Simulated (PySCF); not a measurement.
Predicted microwave data (PBE0/pcSseg-1 in PySCF (dipole) on a GFN2-xTB geometry, gas phase) for one isomer of C4H13FSi4:

* Rotational constants: A = 1341, B = 618.8, C = 601.3 MHz
* Dipole components: |μa| = 1.21 D, |μb| = 0.94 D, |μc| = 1.05 D
* Inertial defect: -353.21 u·Å²
* κ: -0.95

Problem. Which candidate fits, each taken in the one conformer that was computed?
A. `[CH2:1]=[CH:2][CH2:3][Si@@H:4]1[SiH2:5][Si@@H:6]([F:7])[Si@@H:8]1[CH3:9]` with C1–C2–C3–Si4 -109°, C2–C3–Si4–Si5 169°
B. `[F:1][Si@@H:2]1[CH2:3][CH2:4][C@@H:5]1[CH:6]1[SiH2:7][SiH2:8][SiH2:9]1` with C4–C5–C6–Si7 -54°
C. `[CH3:1]/[CH:2]=[CH:3]\[Si@@H:4]1[CH2:5][SiH2:6][SiH2:7][Si@@H:8]1[F:9]` with C2–C3–Si4–C5 178°, C3–Si4–C5–Si6 -80°, Si4–C5–Si6–Si7 -41°, C5–Si6–Si7–Si8 22°, Si6–Si7–Si8–F9 114°
D. `[CH2:1]=[C:2]([CH3:3])[Si@@:4]1([F:5])[SiH2:6][SiH2:7][Si@@H:8]1[CH3:9]` with C1–C2–Si4–F5 -3°
E. `[F:1][CH2:2][Si:3]1([CH:4]2[CH2:5][CH2:6]2)[SiH2:7][SiH2:8][SiH2:9]1` with F1–C2–Si3–C4 69°, C2–Si3–C4–C5 115°

Solution. B. It is F[Si@@H]1CC[C@@H]1C1[SiH2][SiH2][SiH2]1, a near-prolate asymmetric top, point group C1. The candidates at the same level (rigid rotor, commonest isotopes):

```tsv
SMILES	A (MHz)	B (MHz)	C (MHz)	μa (D)	μb (D)	μc (D)	Δ (u·Å²)	point group	rotor
FC[Si]1(C2CC2)[SiH2][SiH2][SiH2]1	912.1	642.6	531.2	0.18	1.31	0.76	-389.05	C1	asymmetric top
C=C(C)[Si@@]1(F)[SiH2][SiH2][Si@@H]1C	1044	620.7	536.1	0.06	0.01	1.34	-355.54	C1	asymmetric top
C/C=C\[Si@@H]1C[SiH2][SiH2][Si@@H]1F	1155	627.2	474.6	0.11	1.02	0.66	-178.56	C1	asymmetric top
C=CC[Si@@H]1[SiH2][Si@@H](F)[Si@@H]1C	1320	530.2	422.8	2.10	0.24	1.23	-140.50	C1	asymmetric top
F[Si@@H]1CC[C@@H]1C1[SiH2][SiH2][SiH2]1	1341	618.8	601.3	1.21	0.94	1.05	-353.21	C1	near-prolate asymmetric top
```

`C=C(C)[Si@@]1(F)[SiH2][SiH2][Si@@H]1C` has A 22 % too low; `C/C=C\[Si@@H]1C[SiH2][SiH2][Si@@H]1F` has C 21 % too low; `C=CC[Si@@H]1[SiH2][Si@@H](F)[Si@@H]1C` has C 30 % too low; `FC[Si]1(C2CC2)[SiH2][SiH2][SiH2]1` has A 32 % too low. No structure here is proved a minimum.
